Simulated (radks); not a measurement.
Results of a calculation; reference values are marked as such.
Si3+, 11 electrons, occupied as [Ne] 3s1.

Code: a radial shooting solver on a logarithmic mesh with Libxc functionals. Model: scalar-relativistic Kohn-Sham, r2SCAN, spin-polarised, spherical densities, finite nucleus; open shells are filled with parallel spins first; meta-GGA in the generalised Kohn-Sham scheme; Fermi nuclear charge, rms radius 3.1224 fm.

Energy parts (hartree):
| part | energy |
|---|---|
| total | -287.86634 |
| kinetic | 288.65992 |
| electron-nucleus | -672.61088 |
| Hartree | 116.05077 |
| exchange-correlation | -19.96615 |

Orbitals (lengths in bohr, moments of r in powers of bohr):
orbital  occ.  eigenvalue (hartree)      <r^4>     <r>
1s up       1             -67.42878  0.0007226  0.1113
1s down     1             -67.42162  0.0007226  0.1113
2s up       1              -6.60976     0.2653  0.5638
2s down     1              -6.60264     0.2636  0.5642
2p up       3              -4.92789     0.2841  0.5335
2p down     3              -4.91757     0.2760  0.5325
3s up       1              -1.49413      22.94   1.847

The highest occupied level is 3s up at -40.657 eV. Spin moment in Bohr magnetons: 1.
